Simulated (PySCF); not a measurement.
How good is the calculation?

Cartesian coordinates in Å; atom numbers follow the order of the lines, from 1:
```xyz
11

F    -2.031   -1.842   -0.016
C    -0.988   -1.001   -0.008
C    -1.227    0.366   -0.034
C    -0.116    1.191   -0.024
C     1.149    0.621    0.012
C     1.250   -0.760    0.036
N     0.197   -1.561    0.025
H    -2.235    0.747   -0.060
H    -0.236    2.264   -0.045
H     2.035    1.236    0.023
H     2.209   -1.259    0.064
```

Published estimates (parent shift plus substituent increments) and measurements: δ ¹³C C2 163.7; C6 147.8; C4 141.3; C5 121.2; C3 109.7; δ ¹H H11 8.23; H9 7.78; H10 7.20; H8 6.95 ppm (estimated from measurements, as parent shift plus tabulated substituent increment; solution, not stated per compound (mostly CDCl3 or CCl4); Pretsch, Buehlmann, Badertscher, Structure Determination of Organic Compounds, 4th ed. (2009)).

PySCF 2.14.0 with density-fitted response routines calculation with NMR shieldings at PBE0/pcSseg-1/GIAO and geometry from GFN2-xTB; one computed conformer, no relativistic terms, no solvent.

Question: Set the calculated values beside the experiment.

Answer: 
Reference values: estimated from measurements, as parent shift plus tabulated substituent increment (solution, not stated per compound (mostly CDCl3 or CCl4); Pretsch, Buehlmann, Badertscher, Structure Determination of Organic Compounds, 4th ed. (2009)).
```
atoms  quantity  reference  computed  computed, scaled
   C2     δ ¹³C      163.7     174.2             168.2
   C6     δ ¹³C      147.8     155.1             149.5
   C4     δ ¹³C      141.3     146.3             140.9
   C5     δ ¹³C      121.2     125.3             120.3
   C3     δ ¹³C      109.7     114.5             109.7
  H11      δ ¹H       8.23      8.65              8.26
   H9      δ ¹H       7.78      8.03              7.68
  H10      δ ¹H       7.20      7.25              6.94
   H8      δ ¹H       6.95      7.04              6.75
```

Computed shifts are σ(ref) − σ with the named reference compound (TMS for H and C) calculated as an isolated molecule at the same level. The measured values may be among those fitted. Shieldings were converted by linear fits to measured shifts (mostly CDCl3, TMS scale, for H and C): ¹³C: δ = 180.61 − 0.978σ (rms 2.1 ppm, 210 shifts, 2.3 ppm with the 2 outliers that the fit left out); ¹H: δ = 30.01 − 0.943σ (rms 0.16 ppm, 131 shifts, 0.17 ppm with the 2 outliers that the fit left out). Occasional misses reach two or three times the rms, and more in compound classes unlike the fitted ones.

Question: How far are the unscaled ¹³C shifts from the references?

Answer: Mean signed difference +6.34 ppm, mean absolute 6.34 ppm over 5 comparisons; the largest is +10.5 ppm at C2 (aromatic carbon bearing fluorine).

Question: How far are the unscaled ¹H shifts from the references?

Answer: Mean signed difference +0.20 ppm, mean absolute 0.20 ppm over 4 comparisons; the largest is +0.42 ppm at H11 (hydrogen on an aromatic CH next to a ring nitrogen).
